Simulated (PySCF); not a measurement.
C4H8O, SMILES C1CCOC1 (connectivity only; charge and spin as stated), charge +1, multiplicity 2. Atoms are numbered in the order given.

```xyz
13

C     -0.7387     0.2014     0.9987
C      0.7387    -0.2014     0.9987
C      1.1526     0.1090    -0.4245
O      0.0000     0.0000    -1.2178
C     -1.1526    -0.1090    -0.4245
H     -1.3402    -0.3467     1.7353
H     -0.8681     1.2784     1.1940
H      1.3402     0.3467     1.7353
H      0.8681    -1.2784     1.1940
H      1.9433    -0.4874    -0.9192
H      1.4787     1.1709    -0.5848
H     -1.4787    -1.1709    -0.5848
H     -1.9433     0.4874    -0.9192
```
Charge +1, spin multiplicity 2.

Coordinates come from a PBE0-D3(BJ)/def2-SVP optimisation. The spin state was assumed, not searched. One conformer was computed; it need not be the lowest.

Method: PBE0/pcH-1 in PySCF.

Unrestricted Kohn–Sham, ⟨S²⟩ = 0.755. Hyperfine tensors hold the contact and dipolar terms, without spin-orbit corrections.

### Question
Estimate the hyperfine couplings. (The exact figures need the calculation; the answer reports its results.)

### Answer

| nucleus | A(iso) (MHz) | A(iso) (G) | dipolar principal values (MHz) |
|---|---|---|---|
| 13C no. 1 | -2.7 | -1.0 | -2.4, -0.8, 3.2 |
| 13C no. 2 | -2.7 | -1.0 | -2.4, -0.8, 3.2 |
| 13C no. 3 | -31.4 | -11.2 | -10.9, -4.7, 15.6 |
| 17O no. 4 | -62.8 | -22.4 | -218.5, 107.5, 111.0 |
| 13C no. 5 | -31.4 | -11.2 | -10.9, -4.7, 15.6 |
| 1H no. 6 | -3.3 | -1.2 | -2.5, -1.9, 4.3 |
| 1H no. 7 | 13.1 | 4.7 | -2.8, -1.8, 4.6 |
| 1H no. 8 | -3.3 | -1.2 | -2.5, -1.9, 4.3 |
| 1H no. 9 | 13.1 | 4.7 | -2.8, -1.8, 4.6 |
| 1H no. 10 | 124.8 | 44.5 | -8.9, -4.3, 13.2 |
| 1H no. 11 | 276.0 | 98.5 | -10.2, -4.9, 15.1 |
| 1H no. 12 | 276.0 | 98.5 | -10.2, -4.9, 15.1 |
| 1H no. 13 | 124.8 | 44.5 | -8.9, -4.3, 13.2 |
